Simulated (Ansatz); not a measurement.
Reactions of C2H4FNSi, SMILES `N#C[SiH2]CF`.

Isolated molecules relaxed with PBE0-D4/def2-TZVP in Ansatz; ΔE leaves out vibrations. CBS: MP2 limit from def2 TZ/QZ plus the TZ coupled-cluster correction, frozen cores. This one scheme is used for every species, atoms too. Functionals use def2-TZVPP. Open shells (•) are unrestricted, without spin–orbit coupling. Spin–orbit coupling would lower the free atoms: a little for C, F, Si. One conformer a species, not always the lowest.

```
                                                             reaction  ωB97M-V (kJ/mol)
                            `N#C[SiH2]CF` + CH₄ → `CC[SiH2]C#N` + H–F               -59
`N#C[SiH2]CF` + `CC[SiH2][SiH2]F` → `CC[SiH2]C#N` + `FC[SiH2][SiH2]F`                -9
                          `N#C[SiH2]CF` → 2 C• + F• + 4 H• + N• + Si•              3508
                              `N#C[SiH2]CF` + H₂ → `C#N` + `FC[SiH3]`                20
                            `N#C[SiH2]CF` + PH₃ → `N#C[SiH2]P` + `CF`               -36
                             `N#C[SiH2]CF` → `[CH2]F`• + `N#C[SiH2]`•               364
                         `N#C[SiH2]CF` + CH₃OH → `CO[SiH2]C#N` + `CF`              -115
                                       `N#C[SiH2]CF` → `C[SiH](F)C#N`              -256
                            `N#C[SiH2]CF` + H–F → `FC[SiH2]F` + `C#N`               -93
                                      `N#C[SiH2]CF` → `FC1C=N[SiH2]1`                72
```

Question: Give the CCSD(T)/CBS values in the same order. (Best estimate.)

Answer: Computed: -71, -8, 3492, 20, -42, 364, -118, -262, -90, 80 kJ/mol.

Largest T1 diagnostic: 0.027, for `N#C[SiH2]`•, so its coupled-cluster energy is less sure.
